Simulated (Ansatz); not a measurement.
A single point on H5PSeSi (`P[SiH2][SeH]`).

```yaml
crystal:
  periodic: [false, false, false]
  atoms:
    - {symbol: P, position_ang: [-0.710643, 1.159703, -1.390381]}
    - {symbol: Si, position_ang: [0.664185, 0.105495, 0.040817]}
    - {symbol: Se, position_ang: [-0.522610, -1.391112, 1.289936]}
    - {symbol: H, position_ang: [-1.333496, -0.044310, -1.815551]}
    - {symbol: H, position_ang: [-1.688828, 1.422256, -0.394077]}
    - {symbol: H, position_ang: [1.308575, 1.122520, 0.910943]}
    - {symbol: H, position_ang: [1.720725, -0.585230, -0.742306]}
    - {symbol: H, position_ang: [0.654289, -1.846321, 2.044917]}
basis:
  gaussian: {orbitals: def2-TZVPP}
hamiltonian: {xc: pbe}
correlation: {method: rpa}
```

```sh
$ ansatz run in.yaml --threads 2 --pin off --events-out ev --progress --plain --max-ram 4352MiB
```

It prints (some lines left out):

```
Functional definition: PBE
1190 factors; integrals over basis functions are off by at most 7.7e-4 eV
mean field evaluation 1: about -82578.8366 eV, gradient 2.2e1 eV
mean field evaluation 2: about -82578.8204 eV, gradient 2.2e1 eV
mean field evaluation 4: about -82580.2676 eV, gradient 6.8e0 eV
mean field evaluation 8: about -82580.4048 eV, gradient 3.1e-1 eV
mean field evaluation 16: about -82580.4050 eV, gradient 3.3e-5 eV
mean field -82580.40500877 eV, -3034.7739090633 hartree, gradient 5.5e-6 eV, S^2 0.000000; 0 other end points of the search recorded, 0 dependent functions left out
19 core orbitals not correlated: weight in the atoms' cores, before any rotation towards them, 1.000 or more for the frozen orbitals, at most 0.000 for the correlated occupied ones
reference -82516.51291619 eV, -3032.4259179687 hartree; 15, 15 occupied and 168, 168 virtual orbitals, 1190 factors
Total energy: -82542.82293108 eV, -3033.3927931822 hartree
```

Hardware: 2 threads of an Arm Neoverse V1 on a shared host. Wall time 6 s, peak host memory 0.38 GiB.
